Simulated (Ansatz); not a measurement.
Born–Oppenheimer molecular dynamics of GeH4O2 (7 atoms, charge 0, multiplicity 1). It starts at the highest image of a converged band, a first-order saddle point between two minima.

Method: RKS BLYP/def2-SVP (Ansatz).

- ensemble: NVE (velocity Verlet)
- time step: 0.5 fs
- steps asked: 200
- starting velocities drawn for: 100 K
- seed: 10196

First frame:

```xyz
7
Properties=species:S:1:pos:R:3
Ge -0.016 -0.518 0.687
O 0.179 1.057 -0.671
O 0.679 -1.304 -0.676
H 0.534 0.095 -1.137
H 0.827 -0.066 1.917
H -1.549 -0.595 0.994
H -0.653 1.331 -1.114
```

What does the run give?

All steps were run.

| Item | Value |
| --- | --- |
| steps done | 200 |
| time covered | 100 fs |
| mean temperature over the second half | 128 K |
| spread of the potential energy over the second half | 2.2 meV per atom |
| mean potential energy of the second half above the start | -2.6 meV per atom |

The conserved energy stayed within 0.0087 meV per atom of its start (net change 0.0013 meV per atom), so the integration is sound. A run of 0.1 ps of so small a system gives no equilibrium averages. The orbitals stay closed-shell, which can raise the energy where a bond breaks towards radicals; this wasn't checked here.

What happens to the structure?

The step under study would form O2–H4 and break Ge1–O2, O3–H4. These pairs go: O2–H4 1.13 → 0.98 Å, Ge1–O2 2.09 → 2.50 Å, O3–H4 1.48 → 3.07 Å. In the last frame they stand as after the step (other bonds may differ from the relaxed reactants and products). It ends as GeH2O + H2O. Pairs count as bonded within 1.25 times the sum of covalent radii (0.12 Å more for H–H). This is one draw of velocities; another would differ in detail.

How do temperature and energy run in time?


| time (fs) | T (K) | potential energy less start (eV) | conserved less start (meV/atom) |
| --- | --- | --- | --- |
| 0.0 | 100 | 0.000 | 0.00 |
| 5.0 | 82 | 0.012 | 0.01 |
| 10.0 | 72 | 0.018 | 0.00 |
| 15.0 | 81 | 0.012 | 0.00 |
| 20.0 | 103 | -0.002 | 0.01 |
| 25.0 | 131 | -0.020 | 0.00 |
| 30.0 | 142 | -0.027 | 0.01 |
| 35.0 | 167 | -0.043 | 0.00 |
| 40.0 | 182 | -0.053 | 0.00 |
| 45.0 | 179 | -0.051 | 0.01 |
| 50.0 | 177 | -0.050 | 0.00 |
| 55.0 | 166 | -0.043 | 0.01 |
| 60.0 | 156 | -0.036 | 0.00 |
| 65.0 | 135 | -0.023 | 0.01 |
| 70.0 | 121 | -0.014 | 0.01 |
| 75.0 | 128 | -0.018 | 0.00 |
| 80.0 | 114 | -0.009 | 0.01 |
| 85.0 | 104 | -0.003 | 0.00 |
| 90.0 | 102 | -0.001 | 0.00 |
| 95.0 | 109 | -0.006 | 0.00 |
| 100.0 | 115 | -0.009 | 0.00 |

Run time: 3.2 min on 2 threads of Arm Neoverse V1, on a shared host, peak memory 0.14 GiB.
